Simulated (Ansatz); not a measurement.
`[AlH2][SiH2][GeH3]` + H₂S → `[AlH2][SiH2]S` + GeH₄ at 298.15 K and 1 bar (cleavage of the Si–Ge bond).

Isolated molecules relaxed with PBE0-D4/def2-TZVP in Ansatz; ΔE leaves out vibrations. CBS: MP2 limit from def2 TZ/QZ plus the TZ coupled-cluster correction, frozen cores. This one scheme is used for every species. For Ge outer-core shells are correlated without core-valence functions, which leaves a few kJ/mol of doubt a bond. Scalar relativity is left out up to krypton. Each species was taken in one conformer, which may not be the lowest.

```tsv
species	CCSD(T)/CBS energy (Eh)	H − E (kJ/mol)	S (J/(mol·K))
`[AlH2][SiH2][GeH3]`	-2611.38547	163.0	373.1
H₂S	-398.97279	49.9	205.7
`[AlH2][SiH2]S`	-931.87373	124.1	341.0
GeH₄	-2078.49493	88.5	217.3
```

H − E and S are ideal-gas, rigid-rotor, harmonic terms from PBE0-D4/def2-TZVP, for one conformer and one mirror image of each species. 1 Eh = 2625.50 kJ/mol, R = 8.31446 J/(mol·K).

Task: By hand: ΔE, ΔH, ΔS and ΔG.

Result: ΔE = (-931.87373) + (-2078.49493) − (-2611.38547) − (-398.97279) = -0.01040 Eh = -27.3 kJ/mol. Δ(H − E) = 124.1 + 88.5 − 163.0 − 49.9 = -0.3, so ΔH = -27.6 kJ/mol. ΔS = 341.0 + 217.3 − 373.1 − 205.7 = -20.5 J/(mol·K). ΔG = -27.6 − 298.15 × (-20.5)/1000 = -21.5 kJ/mol.

Task: By hand: the equilibrium constant, and the temperature at which ΔG would vanish if ΔH and ΔS stayed fixed.

Result: log₁₀ K = −ΔG/(RT ln 10) = 3.8. ΔG = 0 at ΔH/ΔS = 1346 K.

ΔH outweighs TΔS. A doubt of 5 kJ/mol in ΔE shifts log₁₀ K by 0.9 here. Other conformers and mirror images would add mixing entropy, several J/(mol·K) or more a flexible species. Modes under 60 cm⁻¹, often nearly free rotors, make the harmonic entropy too high. These are equilibria of isolated gas molecules and say nothing of rates. Largest T1 diagnostic: 0.012 (customary marks: 0.02 for closed shells, 0.045 for open ones).
